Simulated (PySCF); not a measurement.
An element was calculated at UHF (PySCF 2.14, ECP, a triple-zeta basis, no spin-orbit coupling), in the ground configurations that NIST lists.

```
electron affinity          : 2.301 eV
first ionisation energy    : 9.546 eV
second ionisation energy   : 17.661 eV
third ionisation energy    : 29.856 eV
polarisability of the atom : 31.7 bohr³
```

Q: Which element is it?

A: Iodine (I, Z = 53), in aug-cc-pVTZ-PP with ECP28MDF. NIST lists 10.451, 19.131, 29.57 ± 0.025 eV for these ionisation energies.
